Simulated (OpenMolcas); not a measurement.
Mo2+: effect of the basis set

```
Program             : OpenMolcas
Method              : SS-CASPT2, IPEA 0.25 Eh, imaginary shift 0.1 Eh (closed shells correlated: 4s 4p)
Active space        : 4 electrons in 10 orbitals (4d 5d)
State averaging     : 2S+1 = 5 even, 5 roots; 2S+1 = 3 even, 45 roots; 2S+1 = 1 even, 49 roots
Spin-orbit coupling : state interaction with AMFI integrals over the reference wave functions, term energies averaged over their components
```

A. ANO-R2 [7s5p4d2f1g], X2C, finite nucleus; CASPT2 step roughly 23 core-minutes
B. ANO-RCC-VTZP [7s6p4d2f1g], DKH2, point nucleus; CASPT2 step roughly 11 core-minutes
C. ANO-RCC-VQZP [8s7p5d3f2g1h], DKH2, point nucleus; CASPT2 step of the order of 21 core-minutes

Energies in cm⁻¹ above 4d⁴ ⁵D₀, the measured ground level; measured values from Sugar and Musgrove, J. Phys. Chem. Ref. Data 17, 155 (1988).

```csv
Level,A,B,C,Measured
4d⁴ ⁵D₀,0.0,0.0,0.0,0.0
4d⁴ ⁵D₁,242,238,244,242
4d⁴ ⁵D₂,671,662,674,668
4d⁴ ⁵D₃,1234,1219,1235,1224
4d⁴ ⁵D₄,1895,1874,1891,1872
4d⁴ ³P₀(1),11670,11920,11370,11149
4d⁴ ³P₁(1),12910,13150,12610,12510
4d⁴ ³H₄,13520,13700,13060,12680
4d⁴ ³H₅,14110,14280,13650,13276
4d⁴ ³H₆,14660,14830,14190,13811
4d⁴ ³F₂(1),14710,14920,14390,13929
4d⁴ ³F₃(1),14750,14950,14410,13948
4d⁴ ³P₂(1),14800,15030,14500,14358
4d⁴ ³F₄(1),15090,15280,14750,14296
4d⁴ ³G₃,16790,16990,16410,15871
4d⁴ ³G₄,17250,17460,16860,16283
4d⁴ ³G₅,17690,17880,17290,16714
4d⁴ ³D₃,20470,20690,20140,19488
4d⁴ ³D₂,20550,20780,20220,19577
4d⁴ ³D₁,20850,21070,20530,
4d⁴ ¹I₆,21280,21540,20660,20290
4d⁴ ¹G₄(1),22150,22380,21640,20612
4d⁴ ¹S₀,24230,24470,23850,22990
4d⁴ ¹D₂(1),24640,25010,24170,22806
```

Deviations, from unrounded energies. A percentage is the sum of absolute deviations over the sum of measured energies, with the sign that they share, or ± where signs differ.

```
                        Against measurement  Levels     A     B     C
             mean absolute deviation (cm-1)      22   760   940   440
      fine structure of the ground term (%)       4  ±0.9  ±0.4  +0.9
other terms of the ground configuration (%)      18  +5.7  +7.0  +3.3
```

C lies closest to measurement on these levels and B furthest from it. The largest miss of C in the table is 4d⁴ ¹D₂(1), by +1400 cm-1. The ranking rests on the paired levels alone, and a cruder setting can come out closer through cancelling errors.

Among A to C the level of the table that moves most is 4d⁴ ¹I₆, by 890 cm-1 (lowest in C, highest in B). Moves below CASPT2's spread within the term are not significant.

CASPT2 breaks the degeneracy within a term, and the mean is taken; among the terms shown or strongly mixed into the levels shown the widest spread is 240 cm-1 (4d⁴ ¹G(1), B). Active for correlation alone: 5d; no level in the range computed is led by a configuration that fills it, so any true level of that kind is missing. Some levels mix across a computed gap that differs much from the measured one, so their mixing is not that of the real levels (holds for B). Measured partners are found by configuration, term and J. A level has none where our copy of the source lacks it or the pairing is in doubt (some pairs that miss far off the trend of their configuration count as doubtful), and it then counts in no deviation. Levels of configurations outside the active space are missing. The table leaves out levels that lie high or whose names do not pair safely across all columns.

A number in round brackets counts repeated terms of one configuration in the order of the reference energies.
